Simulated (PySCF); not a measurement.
## A single-point calculation

[Ce(OH)2]+ (singlet in the valence; each metal's 4f electrons, 1 of them, lie in its core potential, out of spins and levels). PySCF 2.14.0, RKS PBE0, Ce lcecp-1-SVP with ECP47, O def2-SVP, H def2-SVP; non-relativistic Hamiltonian with scalar-relativistic core potentials where named; density fitting; no spin-orbit coupling. Purpose: finer grid at the relaxed geometry.

```python
mol = gto.M(atom='''
Ce    -0.00000     0.00000    -0.66317
O      1.67087    -0.03432     0.52457
H      2.30744    -0.04698     1.24818
O     -1.67087     0.03432     0.52457
H     -2.30744     0.04698     1.24818''',
    basis={'Ce': 'lcecp-1-SVP', 'O': 'def2-SVP', 'H': 'def2-SVP'},
    ecp={'Ce': 'lcecp-1-SVP'},
    charge=1, spin=0)
mf = dft.RKS(mol, xc='PBE0')
mf.grids.atom_grid = (75, 302)  # f atoms: unpruned, at least (60, 302)
mf = mf.density_fit()  # fitting sets: Ce AutoAux, O def2-universal-JKFIT, H def2-universal-JKFIT
mf.conv_tol = 1e-09; mf.max_cycle = 55
mf.kernel(dm0)  # dm0: converged density of the relaxed state
mf.nuc_grad_method().kernel()
```

Run from Python with OMP_NUM_THREADS=2; the lines above give its settings. Where DIIS fails, smearing, a level shift and second-order steps follow.
It took 5.3 s on 2 threads of Arm Neoverse V1, with other jobs on the host, with gradient, populations and further properties, from an already converged density.

Question: Where do the frontier levels lie, over both spins?

Answer: HOMO -13.32 eV, LUMO -6.49 eV. The 4f levels lie in the core potential and are missing.

Question: What are the Mulliken charges and spins?

Answer: 
| atom | charge (e) | spin (e) |
| --- | --- | --- |
| Ce1 | 1.481 | 0.000 |
| O2 | -0.481 | 0.000 |
| H3 | 0.240 | 0.000 |
| O4 | -0.481 | 0.000 |
| H5 | 0.240 | 0.000 |
The spin of the 4f electrons in the core isn't counted.

Question: What forces act on the atoms (eV/Å)?

Answer: 
```
Ce   0.00  0.00  0.00
O   -0.01  0.00 -0.01
H    0.01  0.00  0.01
O    0.01  0.00 -0.01
H   -0.01  0.00  0.01
```
Forces carry noise of the integration grid, about 0.01 to 0.03 eV/Å.

An lcecp potential fixes the number of 4f electrons, so in runs with it no electron can move into or out of that shell.
